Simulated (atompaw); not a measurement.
## An all-electron radial function and its pseudo partner (Ga (Z = 31))

Columns: radius, all-electron u(r) and pseudo u(r) of the 4s shell (level -8.96 eV) of gallium in the configuration [Ar] 3d10 4s2 4p1; PBEsol, scalar-relativistic, PAW (atompaw) scheme, atompaw 4.2.0.5.

```
r (bohr)  all-electron  pseudo
   0.113        0.1614  0.0657
   0.227        0.0785  0.1315
   0.340       -0.1823  0.1958
   0.454       -0.3097  0.2593
   0.567       -0.2851  0.3202
   0.681       -0.1690  0.3793
   0.794       -0.0171  0.4348
   0.908        0.1398  0.4873
   1.021        0.2820  0.5352
   1.135        0.4042  0.5789
   1.248        0.5025  0.6169
   1.362        0.5794  0.6495
   1.475        0.6356  0.6757
   1.588        0.6746  0.6953
   1.702        0.6990  0.7084
   1.815        0.7110  0.7144
   1.929        0.7128  0.7137
   2.042        0.7064  0.7065
   2.156        0.6933  0.6933
   2.269        0.6753  0.6753
   2.383        0.6532  0.6532
   2.496        0.6285  0.6285
   2.610        0.6015  0.6015
   2.723        0.5734  0.5734
   2.837        0.5444  0.5444
   2.950        0.5154  0.5154
```

(1) How many radial nodes do the two functions have?

(2) At about which radius was the pseudo-wave matched?

(3) Is the pseudo-wave norm-conserving?

## Answers

(1) The all-electron 4s function has n − l − 1 = 3 (the table is too coarse to show those close to the nucleus); the pseudo-wave has 0, since the states of the same l below it are removed with the core.

(2) 2.20 bohr. The columns agree to 0.0005 from 2.04 bohr on; several derivatives are matched, so the curves merge somewhat inside the radius.

(3) No, it belongs to a PAW set: the norm inside the radius is not constrained, and the difference is carried by the augmentation charge.
